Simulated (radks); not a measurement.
The numbers below are computed, except where a source is named.
Isoelectronic series with 28 electrons, each ion in its NIST ground configuration. Level of theory: scalar-relativistic Kohn-Sham, r2SCAN, spin-polarised, spherical densities, finite nucleus; open shells are filled with parallel spins first; meta-GGA in the generalised Kohn-Sham scheme; Fermi nuclear charge, rms radius of each element as measured or else 0.836 A^(1/3) + 0.57 fm (a radial shooting solver on a logarithmic mesh with Libxc functionals). Total energies (hartree) and mean radii <r> (bohr) (* marks an orbital that is empty in some or all of the ions):

ion    configuration  E (hartree)  4s down*  4s up*
Ni      [Ar] 3d8 4s2  -1520.80069     2.857   2.760
Zn2+       [Ar] 3d10  -1795.27129     2.220   2.220
Ge4+       [Ar] 3d10  -2095.36970     1.765   1.765
Se6+       [Ar] 3d10  -2420.99442     1.488   1.488
Kr8+       [Ar] 3d10  -2772.21977     1.296   1.296
Sr10+      [Ar] 3d10  -3149.18565     1.151   1.151
Mo14+      [Ar] 3d10  -3981.07558    0.9458  0.9458
Ru16+      [Ar] 3d10  -4436.43645    0.8693  0.8693
Pd18+      [Ar] 3d10  -4918.40380    0.8045  0.8045
Cd20+      [Ar] 3d10  -5427.24951    0.7488  0.7488
Sn22+      [Ar] 3d10  -5963.27183    0.7003  0.7003
Te24+      [Ar] 3d10  -6526.78332    0.6577  0.6577
Xe26+      [Ar] 3d10  -7118.13143    0.6199  0.6199
Ba28+      [Ar] 3d10   -7737.6770    0.5860  0.5860
Ce30+      [Ar] 3d10   -8385.8128    0.5556  0.5556
Nd32+      [Ar] 3d10   -9062.9555    0.5280  0.5280
Sm34+      [Ar] 3d10   -9769.5191    0.5028  0.5028

Estimate the row of Zr12+ ([Ar] 3d10).

Answer. E (hartree) -3552.06966; 4s down* 1.038; 4s up* 1.038.
